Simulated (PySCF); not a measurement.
B3LYP has the VWN-RPA correlation part, as in Gaussian. Delta-SCF ions had no search for a lower state. Excitations are Tamm–Dancoff values on a coarser integration grid. The basis has no diffuse functions, so Rydberg states are missing or too high.

Z-matrix (Å, degrees):
```
Si
S 1 2.1217
H 2 1.3464 1 93.64
S 1 2.1256 2 108.33 3 -59.39
H 4 1.3454 1 94.48 2 164.96
Br 1 2.2232 2 105.16 3 179.41
Br 1 2.2305 2 113.12 3 61.91
```
Charge 0, spin multiplicity 1.

Give the HOMO–LUMO gap, dipole moment, S1–T1 gap (TDA), S1 excitation (TDA), vertical ionisation energy (Delta-SCF), HOMO, total energy and T1 excitation (TDA) at the level PySCF with B3LYP-D3(BJ)/def2-TZVP.


| Property | Result |
|---|---|
| HOMO–LUMO gap | 6.24 eV |
| dipole moment | 1.25 D |
| S1–T1 gap (TDA) | 0.32 eV |
| S1 excitation (TDA) | 5.18 eV |
| vertical ionisation energy (Delta-SCF) | 9.63 eV |
| HOMO | -7.69 eV |
| total energy | -6235.7196 Ha |
| T1 excitation (TDA) | 4.86 eV |
